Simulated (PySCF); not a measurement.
Compound: 1-indanone, C9H8O.
SMILES: `O=C1CCC2=CC=CC=C12`

The closed-shell ground state was solved at several levels (PySCF, density fitting, gas phase, non-relativistic). Isolated species at its PBE0-D3(BJ)/def2-SVP geometry, gas phase.

```json
{"level": "KT3/pcSseg-1", "basis functions": "210", "HOMO (eV)": "-5.72", "LUMO (eV)": "-2.41", "gap (eV)": "3.31", "dipole (D)": "3.35"}
{"level": "PBE0/pcSseg-1", "basis functions": "210", "HOMO (eV)": "-7.17", "LUMO (eV)": "-1.61", "gap (eV)": "5.56", "dipole (D)": "3.54"}
```

(1) Estimate the row for CAM-B3LYP/def2-SVPD, a basis of 267 functions; the other rows only guide the guess.

(2) Over all these levels, which gives the widest orbital gap and which the narrowest?

(3) How far do the dipole and the HOMO energy spread over the levels?

Answers

(1) HOMO -8.65 eV, LUMO -0.60 eV, gap 8.05 eV, dipole 3.77 D.

(2) CAM-B3LYP/def2-SVPD (range-separated hybrid) has the widest, 8.05 eV, and KT3/pcSseg-1 (GGA) the narrowest, 3.31 eV. Functional and basis both differ between the two, so the spread mixes both effects.

(3) The dipole runs from 3.35 to 3.77 D (mean 3.55 D) and the HOMO from -8.65 to -5.72 eV.
